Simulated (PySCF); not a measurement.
Identify the unknown among the candidates.

All candidates are C8H18S.

| technique | computed result |
| --- | --- |
| Dipole | 1.52 D [PBE0/pcSseg-1] |
| Rotational structure | rotational constants A, B, C: 1.979, 0.782, 0.712 GHz [GFN2-xTB] |
| 13C NMR | chemical shifts (computed TMS as zero) by class: 48.1 (1 C), 35.9 (1 C), 35.1 (1 C), 34.6 (1 C), 30.4 (2 C), 18.0 (1 C), 10.0 (1 C) ppm [GIAO PBE0/pcSseg-1] |
| NMR, other nuclei | isotropic shieldings of nuclei other than C and H, by class: 522 (1 S) ppm [GIAO PBE0/pcSseg-1] |
| 1H NMR | chemical shifts (computed TMS as zero) by class: 2.46 (2 H), 2.44 (2 H), 1.32 (3 H), 1.28 (2 H), 1.05 (6 H), 0.94 (3 H) ppm [GIAO PBE0/pcSseg-1] |

Electronic properties: PySCF, gas phase, density fitting. Levels stand in brackets. The structure is a single GFN2-xTB conformer in the gas phase; no vibrational or solvent corrections. NMR classes are plain means over equivalent atoms (diastereotopic ones count apart unless rotation or inversion swaps them), as if these changed places fast.

Problem. Which candidate is it?
A. `CCSCC(C)(C)CC`
B. `CC(C)S[C@H](C)C(C)C`
C. `CC[C@H](C)SC(C)(C)C`
D. `C[C@H](S)[C@H](C)C(C)(C)C`
E. `CC[C@@H](C)S[C@H](C)CC`

Solution. A. It is `CCSCC(C)(C)CC`. Numbering: `[CH3:1][CH2:2][S:3][CH2:4][C:5]([CH3:6])([CH3:7])[CH2:8][CH3:9]`. Its formula, C8H18S, gives 0 degrees of unsaturation, so no ring and no π bond. 8 carbons fall into 7 classes; from least to most shielded: sp3 carbon bound to sulfur [C4] (48.1 ppm), chain CH2 carbon [C8] (35.9 ppm), quaternary sp3 carbon [C5] (35.1 ppm), sp3 carbon bound to sulfur [C2] (34.6 ppm), methyl carbon [C6/C7] (30.4 ppm, 2 C, up to 3.0 ppm apart in this geometry), methyl carbon [C1] (18.0 ppm), methyl carbon [C9] (10.0 ppm). Hydrogen classes from least to most shielded: 2 H on an sp3 carbon bound to sulfur, C2 (2.46 ppm), 2 H on an sp3 carbon bound to sulfur, C4 (2.44 ppm, a mean of values up to 1.2 ppm apart in this geometry), 3 H on a methyl carbon, C1 (1.32 ppm), 2 H on a chain CH2 carbon, C8 (1.28 ppm, a mean of values up to 0.7 ppm apart in this geometry), 6 H on 2 methyl carbons, C6/C7 (1.05 ppm, a mean of values up to 1.1 ppm apart in this geometry), 3 H on a methyl carbon, C9 (0.94 ppm). The other shieldings belong to: 522 ppm, sulfide sulfur [S3]. The optimised geometry has point group C1 and is an asymmetric top.

The others, at the same levels:
- `CC[C@H](C)SC(C)(C)C` fails: it has 6 carbon classes against 7; its computed 13C shifts are 49.5 (1 C), 47.7 (1 C), 33.9 (1 C), 32.7 (3 C), 29.4 (1 C), 15.5 (1 C) ppm, 1H shifts are 2.20 (1 H), 1.62 (1 H), 1.41 (3 H), 1.35 (9 H), 1.25 (3 H), 1.13 (1 H) ppm and smallest rotational constant is 0.781 GHz (against 0.712 GHz).
- `CC(C)S[C@H](C)C(C)C` fails: it has 8 carbon classes against 7; its computed 13C shifts are 56.3 (1 C), 43.4 (1 C), 36.8 (1 C), 27.4 (1 C), 25.3 (1 C), 25.2 (1 C), 24.8 (1 C), 17.8 (1 C) ppm, 1H shifts are 2.46 (1 H), 2.32 (1 H), 1.70 (1 H), 1.47 (3 H), 1.32 (3 H), 1.31 (3 H), 1.24 (3 H), 0.89 (3 H) ppm and rotational constant A is 2.116 GHz (against 1.979 GHz).
- `CC[C@@H](C)S[C@H](C)CC` fails: it has 4 carbon classes against 7; its computed 13C shifts are 47.7 (2 C), 32.7 (2 C), 28.4 (2 C), 15.5 (2 C) ppm, 1H shifts are 2.21 (2 H), 1.51 (2 H), 1.44 (6 H), 1.23 (2 H), 1.23 (6 H) ppm and rotational constant A is 1.560 GHz (against 1.979 GHz).
- `C[C@H](S)[C@H](C)C(C)(C)C` fails: it has 6 carbon classes against 7; its computed 13C shifts are 55.9 (1 C), 41.5 (1 C), 36.0 (1 C), 29.4 (3 C), 25.4 (1 C), 9.6 (1 C) ppm, 1H shifts are 2.82 (1 H), 2.13 (1 H), 2.04 (1 H), 1.30 (3 H), 0.93 (9 H), 0.83 (3 H) ppm and smallest rotational constant is 0.807 GHz (against 0.712 GHz).

Each candidate is one conformer, not necessarily the lowest. Dipoles, sizes and rotational constants follow the conformer. The torsions of the flexible species, by atom-mapped SMILES:
- `[CH3:1][CH2:2][S:3][CH2:4][C:5]([CH3:6])([CH3:7])[CH2:8][CH3:9]`: C1–C2–S3–C4 -75°, C2–S3–C4–C5 -172°, S3–C4–C5–C6 65°, C4–C5–C8–C9 -56°
- `[CH3:1][CH2:2][C@H:3]([CH3:4])[S:5][C:6]([CH3:7])([CH3:8])[CH3:9]`: C1–C2–C3–C4 -173°, C2–C3–S5–C6 -133°, C3–S5–C6–C7 -175°
- `[CH3:1][CH:2]([CH3:3])[S:4][C@H:5]([CH3:6])[CH:7]([CH3:8])[CH3:9]`: C1–C2–S4–C5 154°, C2–S4–C5–C6 -89°, S4–C5–C7–C8 57°
- `[CH3:1][CH2:2][C@@H:3]([CH3:4])[S:5][C@H:6]([CH3:7])[CH2:8][CH3:9]`: C1–C2–C3–C4 165°, C2–C3–S5–C6 -69°, C3–S5–C6–C7 -101°, S5–C6–C8–C9 -66°
- `[CH3:1][C@H:2]([SH:3])[C@H:4]([CH3:5])[C:6]([CH3:7])([CH3:8])[CH3:9]`: C1–C2–C4–C5 35°, C2–C4–C6–C7 55°, H–S3–C2–C1 -64°
